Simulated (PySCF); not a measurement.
Method: delta-SCF UKS SCAN, pcX-2 on the ionised atom, pcseg-1 elsewhere, spin-free X2C (PySCF). Geometries: GFN2-xTB; isolated species, one conformer each. Values against the vacuum level.

Question: Order these sites by rising C 1s binding energy.
A. C1 in `[CH2:1]=[CH:2][C:3](=[CH2:4])[CH2:5][F:6]`
B. C2 in `[CH:1]#[C:2][C:3]([CH3:4])([CH3:5])[F:6]`
C. Carbon in `O=S(=O)(F)C(F)F`
D. Carbon in `C#C` (C2H2)

Answer: A (290.13 eV), B (290.80 eV), D (291.17 eV), C (297.53 eV).

From the lowest up, the atoms are bonded to: C (double bond) and 2 H (290.13); C (triple bond) and C (290.80); C (triple bond) and H (291.17); 2 F, S and H (297.53).

Question: Order these sites by rising F 1s binding energy.
A. F6 in `[O:1]=[S:2](=[O:3])([F:4])[CH:5]([F:6])[F:7]`
B. Fluorine in `C#CC(C)(C)F`
C. Fluorine in `C=CC(=C)CF`

Answer: B (691.89 eV), C (692.55 eV), A (694.98 eV).

From the lowest up, the atoms are bonded to: C (691.89); C (692.55); C (694.98).

2 of these hole states are spin-contaminated (⟨S²⟩ up to 0.85, against 0.75; counted from 0.85) and less certain.
